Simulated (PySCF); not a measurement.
Spectrum to structure. Computed with TDDFT B3LYP/def2-SVPD, vertical, gas phase, core orbitals frozen in the response (PySCF 2.14.0, density-fitted response routines). Geometries: GFN2-xTB, one conformer each.

```csv
state,E (eV),f
S1,4.73,0.041
S2,5.16,0.0041
S3,5.72,0.013
S4,5.83,0.010
S5,5.89,0.016
S6,6.30,0.0013
S7,6.48,0.013
S8,6.72,0.0043
```

Orbital energies (eV): HOMO-3 -8.78, HOMO-2 -8.51, HOMO-1 -8.15, HOMO -5.50, LUMO -0.05, LUMO+1 0.46, LUMO+2 0.95.

Question: Which candidate is it? All have the formula C7H8O.
A. `C#C[C@@H]1C(=O)C[C@@H]1C`
B. `Oc1ccccc1C`
C. `C=C1C=C1OC1CC1`

Answer: C. Its S1 lies at 4.73 eV; the nearest of the others has S1 at 5.13 eV. S1 is HOMO→LUMO (96%). Löwdin shares by element: HOMO carbon 84% or more (atoms not listed hold the other 16%); LUMO carbon 62% or more, oxygen 10%, hydrogen 9% or more (atoms not listed hold the other 20%). At the same level the other candidates give, for their lowest levels:
- `C#C[C@@H]1C(=O)C[C@@H]1C`: 4.10 eV (f 0.001); 5.50 eV (f 0.001); 5.81 eV (f 0.005); 6.10 eV (f 0.012); 6.54 eV (f 0.007); T1 3.60 eV; HOMO -6.99, LUMO -1.30 eV
- `Cc1ccccc1O`: 5.13 eV (f 0.033); 5.50 eV (f 0.003); 5.86 eV (f 0.026); 6.27 eV (f 0.004); 6.30 eV (f 0.000); T1 4.09 eV; HOMO -6.26, LUMO -0.32 eV

Conformer computed: `[CH2:1]=[C:2]1[CH:3]=[C:4]1[O:5][CH:6]1[CH2:7][CH2:8]1`: C3–C4–O5–C6 -179°, C4–O5–C6–C7 -128°.
Triplets come from the Tamm–Dancoff approximation.
